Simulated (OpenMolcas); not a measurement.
A calculation on Rh⁺.

```
Program             : OpenMolcas
Method              : SS-CASPT2, IPEA 0.25 Eh, imaginary shift 0.1 Eh (closed shells correlated: 4s 4p)
Basis               : ANO-RCC-VTZP [7s6p4d2f1g]
Scalar Hamiltonian  : DKH2, point nucleus
Active space        : 8 electrons in 6 orbitals (4d 5s)
State averaging     : 2S+1 = 3 even, 55 roots; 2S+1 = 5 even, 10 roots kept (CI in the orbitals of an earlier block); 2S+1 = 1 even, 43 roots kept (CI in the orbitals of an earlier block)
Spin-orbit coupling : state interaction with AMFI integrals over the reference wave functions, term energies averaged over their components
```

Problem. Which level of the active space comes out lowest?

Solution. 4d8 3F4, with 99 % of that term; it is also the measured ground level.

Problem. How high does 4d7 5s 5F1 lie?

Solution. 18350 cm-1 above the lowest level; measured 21180 cm-1 above the ground level, so the calculation is off by -13 %.

Problem. How high does 4d7 5s 3F4(1) lie?

Solution. 22300 cm-1 above the lowest level; measured 25377 cm-1 above the ground level, so the calculation is off by -12 %.

Problem. How high does 4d8 3F3 lie?

Solution. 2500 cm-1 above the lowest level; measured 2401 cm-1 above the ground level, so the calculation is off by +4 %.

Problem. The level at 11260 cm-1 has J = 2. What is it made of, and what is its g factor?

Solution. 58 % 4d8 1D2, 38 % 4d8 3P, 4 % 4d8 3F; g = 1.176, against 1.000 from Landé's formula for the pure leading term.

Measured values: NIST Handbook of Basic Atomic Spectroscopic Data.

Term energies are means over components that CASPT2 splits; among the terms shown or strongly mixed into the levels shown the widest spread is 640 cm-1 (4d8 3F). Terms from blocks run as CI alone lack orbitals of their own. A single d shell beside an s shell can misplace configurations of different d count against each other. Computed and measured levels are paired by configuration, term and J; levels that our copy of the source lacks, or whose pairing is in doubt (as where it misses far off the trend of its configuration), stay unpaired and out of the deviations. Only configurations of the active space appear.

A number in round brackets counts repeated terms of one configuration in the order of the reference energies.
